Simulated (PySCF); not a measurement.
# Cd (cadmium, neutral) across methods

[Kr] 4d10 5s2, closed-shell 1S. Calculation: PySCF 2.14, in x2c-QZVPPall (13s8p7d4f2g, 118 functions); scalar relativity by spin-free X2C-1e.

```tsv
method	E (hartree)	mean ε 4p (eV)	mean ε 4d (eV)	mean ε 5s (eV)	Σ⟨r²⟩ (bohr²)	⟨S²⟩
LDA	-5588.39	-66.971	-11.907	-5.949	50.27	0.000
PBE	-5593.63	-66.950	-11.739	-5.656	50.66	0.000
M06-L	-5593.94	-69.364	-12.102	-5.571	50.31	0.000
r2SCAN	-5594.04	-69.040	-12.199	-5.844	50.36	0.000
PBE0	-5593.69	-71.652	-13.904	-6.349	50.68	0.000
M06	-5594.13	-72.184	-14.006	-6.699	50.20	0.000
M06-2X	-5594.51	-75.692	-16.306	-6.751	52.00	0.000
UHF	-5591.38812	-84.837	-19.615	-7.653	52.38	0.000
```
